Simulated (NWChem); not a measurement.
**Polarisability of H4Sn**

SMILES: [SnH4]
```xyz
5

Sn     0.0000     0.0000     0.0000
H      1.4020     0.0000    -0.9913
H     -1.4020     0.0000    -0.9913
H      0.0000     1.4020     0.9913
H      0.0000    -1.4020     0.9913
```
Charge 0, spin multiplicity 1.

The numbers come from NWChem runs, not from measurements. All single points use one geometry, from B3LYP/def2-SVP with def2 effective core potentials on Sn, a minimum by its harmonic frequencies.

Basis set: def2-SVPD. The field's frequency is 0.0428 Ha (1065 nm).

```
method                isotropic polarisability (bohr³)  difference from CCSD linear response
--------------------  --------------------------------  ------------------------------------
B3LYP                                            46.18                                 +1.25
PBE0                                             45.77                                 +0.84
HF                                               42.94                                 -2.00
PBE                                              47.29                                 +2.36
CCSD linear response                             44.93                                  0.00
```

The values span 4.36 bohr³, from HF (lowest) to PBE (highest). 

Effective core potentials replace the inner electrons of Sn; spin-orbit coupling is left out. The correlated methods keep 4 core orbitals frozen. B3LYP has NWChem's definition, with VWN1-RPA local correlation. The structure started from a generated list of species. Differences from the coupled-cluster row are differences between methods, not errors against experiment.
